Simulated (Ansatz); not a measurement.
Geometry optimisation, Ansatz 0.2.0, RKS B3LYP-D4/def2-SVP.

The input (input.yaml):

```yaml
crystal:
  periodic: [false, false, false]
  atoms:
    - { symbol: Ga, position_ang: [0.169258, -0.010379, 0.267775] }
    - { symbol: H, position_ang: [0.544848, -0.371967, 1.736416] }
    - { symbol: C, position_ang: [2.115441, 0.06221, 0.018352] }
    - { symbol: H, position_ang: [2.452946, -0.939808, 0.338296] }
    - { symbol: H, position_ang: [2.612752, 0.316716, -0.931951] }
    - { symbol: H, position_ang: [2.454096, 0.765463, 0.799675] }
    - { symbol: H, position_ang: [-1.139241, 0.177665, -0.551364] }
basis:
  gaussian: { orbitals: def2-SVP }
hamiltonian:
  xc: b3lyp
  dispersion: d4
relax:
  f_tol: 0.03
  max_steps: 50
```

Run as:

```bash
$ ansatz run input.yaml --threads 1 --pin off --max-ram 2048MiB --backend cpu --events-out ev --progress --plain --runs-dir out
```

Q: Where does it end, and by what steps?

A: The forces met the threshold. After 6 steps the energy has fallen by 0.605 eV; H2 moved furthest, 0.72 Å.

| step | energy less start (eV) | largest force component (eV/Å) | accepted |
| --- | --- | --- | --- |
| 0 | 0.0000 | 1.237 | yes |
| 1 | -0.3045 | 0.758 | yes |
| 2 | -0.4625 | 0.406 | yes |
| 3 | -0.5814 | 0.291 | yes |
| 4 | -0.6038 | 0.125 | yes |
| 5 | -0.6053 | 0.031 | yes |
| 6 | -0.6054 | 0.002 | yes |

```xyz
7
Properties=species:S:1:pos:R:3
Ga 0.275 -0.066 0.484
H -0.134 -0.452 1.959
C 2.193 0.062 0.006
H 2.695 -0.899 0.211
H 2.356 0.328 -1.048
H 2.686 0.818 0.642
H -0.860 0.209 -0.577
```

Whether the end is a true minimum wasn't checked by a vibrational analysis.

The run took 17 s on 1 thread of Arm Neoverse V1 (shared host), peak memory 0.13 GiB.
